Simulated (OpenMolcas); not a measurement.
What dynamic correlation does to the levels of O+

```json
{
 "Program": "OpenMolcas 26.06",
 "Basis": "ANO-RCC-VDZP [3s2p1d]",
 "Scalar Hamiltonian": "DKH2, point nucleus",
 "Active space": "5 electrons in 4 orbitals (2s 2p)",
 "State averaging": "2S+1 = 4 odd, 1 root; 2S+1 = 2 odd, 8 roots; 2S+1 = 4 even, 3 roots; 2S+1 = 2 even, 9 roots",
 "Spin-orbit coupling": "state interaction with AMFI integrals over the reference wave functions, term energies averaged over their components"
}
```

Methods on the same reference wave functions:
A. CASSCF
B. SS-CASPT2, IPEA 0.25 Eh, imaginary shift 0.1 Eh (closed shells correlated: 1s)

Energies in cm⁻¹ above 2s² 2p³ ⁴S°_3/2, the measured ground level; measured values from NIST Handbook of Basic Atomic Spectroscopic Data.

```csv
Level,A,B,Measured
2s² 2p³ ⁴S°_3/2,0.0,0.0,0.0
2s² 2p³ ²D°_3/2,30454,29330,26831
2s² 2p³ ²D°_5/2,30458,29330,26811
2s² 2p³ ²P°_3/2,41116,42870,40468
2s² 2p³ ²P°_1/2,41120,42880,40470
2s 2p⁴ ⁴P_5/2,121691,121860,119837
2s 2p⁴ ⁴P_3/2,121842,122010,120000
2s 2p⁴ ⁴P_1/2,121932,122100,120083
2s 2p⁴ ²D_3/2,179280,172250,165996
2s 2p⁴ ²D_5/2,179280,172250,165988
2s 2p⁴ ²S_1/2,208881,204320,195710
2s 2p⁴ ²P_3/2,233512,224070,212594
2s 2p⁴ ²P_1/2,233690,224250,212762
```

Deviations, from unrounded energies. A percentage is the sum of absolute deviations over the sum of measured energies, with the sign that they share, or ± where signs differ.

```
                        Against measurement  Levels     A     B
             mean absolute deviation (cm-1)      12  8000  5000
other terms of the ground configuration (%)       4  +6.4  +7.3
                   other configurations (%)       8  +6.6  +3.8
```

B lies closest to measurement on these levels. The largest miss of B in the table is 2s 2p⁴ ²P_1/2, by +11000 cm-1. The ranking rests on the paired levels alone, and a cruder setting can come out closer through cancelling errors.

From A to B the spin-free energies of the other terms of 2s² 2p³ shown, above ⁴S°, scale by factors of 0.96 to 1.04.

The lowest spin-free term lies below A's lowest term by 0.076 hartree in B.

Term energies are means over components that CASPT2 splits; among the terms shown or strongly mixed into the levels shown the widest spread is 200 cm-1 (2s 2p⁴ ²D, B). Without dynamic correlation excited terms often stand tens of per cent too high (terms of higher spin than the ground term too low), and those without a measured partner can miss by more than the paired ones (holds for A). Measured partners are found by configuration, term and J. A level has none where our copy of the source lacks it or the pairing is in doubt (some pairs that miss far off the trend of their configuration count as doubtful), and it then counts in no deviation. Levels of configurations outside the active space are missing.

° marks odd parity.
